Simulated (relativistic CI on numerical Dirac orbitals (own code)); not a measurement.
**Cd⁴⁺ (4d8) in a crystal field**

Calculated by Dirac-Coulomb-Breit CI, KLI orbitals optimised for each configuration, model QED (radiative potential, 1s self-energy scaled to tabulated hydrogen-like ionisation energies), valence Slater integrals scaled by 0.9, one configuration in a parametric crystal field (own radial code). With so little scaling, terms lie 10 to 35 % too far apart, which can change the order of excited levels.

Field parameters in Wybourne normalisation: D3d B²₀ = −7Dσ, B⁴₀ = −14Dq − 21Dτ, B⁴₃ = −14√(10/7) Dq. The field is a parameter set, without covalency.

S and J are read from ⟨S²⟩ = S(S + 1) and ⟨J²⟩ = J(J + 1) of each level; they are not fictitious spins.

D3d, 10Dq = 31750, Dσ = 280, Dτ = 20 cm⁻¹, the lowest 10 levels:

```tsv
E (cm⁻¹)	Degeneracy	Irrep	S	J
0.0	2	E	1.00	3.42
3.1	1	A1	1.00	3.42
15814	2	E	0.07	2.88
29164	1	A1	0.12	3.43
31107	1	A2	1.00	3.53
31163	2	E	0.99	3.63
31331	2	E	0.99	3.58
32598	2	E	0.99	3.11
32860	1	A1	0.99	3.10
33519	1	A2	1.00	3.00
```

D3d, 10Dq = 37700, Dσ = 1000, Dτ = 170 cm⁻¹, the lowest 16 levels:

```csv
E (cm⁻¹),Degeneracy,Irrep,S,J
0.0,2,E,1.00,3.40
6.4,1,A1,1.00,3.39
15966,2,E,0.04,2.90
29791,1,A1,0.06,3.39
36903,1,A2,1.00,3.45
36969,2,E,0.99,3.50
37901,2,E,1.00,3.55
38994,2,E,0.99,3.21
39758,1,A1,0.99,3.07
40108,1,A2,1.00,3.01
48721,1,A1,0.97,2.22
49030,2,E,0.99,2.19
50213,1,A2,0.98,2.51
50458,1,A1,0.96,2.69
50572,2,E,0.98,2.33
50976,2,E,0.98,2.18
```

D3d, 10Dq = 14400, Dσ = 400, Dτ = -460 cm⁻¹, the lowest 16 levels:

```csv
E (cm⁻¹),Degeneracy,Irrep,S,J
0.0,1,A1,1.00,3.59
0.2,2,E,1.00,3.59
10790,2,E,0.91,3.64
11604,1,A2,0.99,3.75
12309,2,E,1.00,3.59
13028,1,A1,0.99,3.13
14411,2,E,0.90,2.92
15120,1,A2,1.00,3.03
15740,2,E,0.60,2.90
17863,1,A1,0.94,3.57
20017,1,A2,1.00,3.02
20532,2,E,0.97,3.00
22209,2,E,0.94,2.58
25070,1,A1,0.96,2.35
25887,2,E,0.90,2.51
26397,1,A1,0.41,2.81
```

The free-ion ground term has S = 1. Every field shown keeps that spin.

Levels of this model without a field, named by their leading LS term: ³F4 0, ³F3 5057, ³F2 7108, ³P2 15040, ³P1 20340, ³P0 20514, ¹D2 21596, ¹G4 24507 cm⁻¹.
